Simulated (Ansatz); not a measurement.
Abridged output of a molecular run in Ansatz:

```
Functional definition: HF
1203 factors; integrals over basis functions are off by at most 1.2e-3 eV
mean field evaluation 1: about -7939.0784 eV, gradient 4.7e1 eV
mean field evaluation 2: about -7939.2068 eV, gradient 4.7e1 eV
mean field evaluation 4: about -7944.0651 eV, gradient 5.2e0 eV
mean field evaluation 8: about -7944.1597 eV, gradient 4.8e-1 eV
mean field evaluation 16: about -7944.1614 eV, gradient 9.3e-7 eV
mean field -7944.16141704 eV, -291.9425473303 hartree, gradient 9.3e-7 eV, S^2 0.000000; 0 other end points of the search recorded, 0 dependent functions left out
6 core orbitals not correlated: weight in the atoms' cores, before any rotation towards them, 1.000 or more for the frozen orbitals, at most 0.000 for the correlated occupied ones
reference -7944.16141704 eV, -291.9425473303 hartree; 17, 17 occupied and 96, 96 virtual orbitals, 1203 factors
second order -23.31481575 eV of doubles, -0.00000000 eV of singles
cycle   1  -23.86894204 eV  change   -5.5e-1 eV  update   1.2e-1
cycle   2  -24.50018077 eV  change   -6.3e-1 eV  update   3.5e-2
cycle   3  -24.66963272 eV  change   -1.7e-1 eV  update   2.0e-2
cycle   4  -24.66094602 eV  change    8.7e-3 eV  update   4.9e-3
cycle   5  -24.65967807 eV  change    1.3e-3 eV  update   1.9e-3
cycle   6  -24.65978573 eV  change   -1.1e-4 eV  update   6.2e-4
cycle   7  -24.65943403 eV  change    3.5e-4 eV  update   2.5e-4
cycle   8  -24.65940921 eV  change    2.5e-5 eV  update   9.5e-5
cycle   9  -24.65946350 eV  change   -5.4e-5 eV  update   4.3e-5
cycle  10  -24.65945620 eV  change    7.3e-6 eV  update   1.7e-5
perturbative correction -0.74595950 eV, -0.0274135060 hartree
Total energy: -7969.56683274 eV, -292.8761791367 hartree
```

Its atoms:

Cartesian coordinates in Å:
```
C -1.264 -1.361 -0.091
B -0.170 -0.249 -0.017
C 0.334 0.363 1.327
O 0.368 0.126 -1.251
C 1.132 1.206 -1.488
O 1.130 2.216 -0.858
H -0.828 -2.306 0.258
H -1.661 -1.526 -1.093
H -2.089 -1.150 0.597
H -0.225 1.288 1.513
H 0.143 -0.304 2.171
H 1.386 0.654 1.320
H 1.744 1.042 -2.388
```

Which basis set was used?
A. def2-TZVPPD
B. def2-SVP
C. cc-pV(T+d)Z
D. def2-SVPD

B. It gives 119 functions.

Write the keys of the input that set method, charge and spin (a neutral closed shell needs none for the last two).


```yaml
correlation: {method: ccsd_t}
```
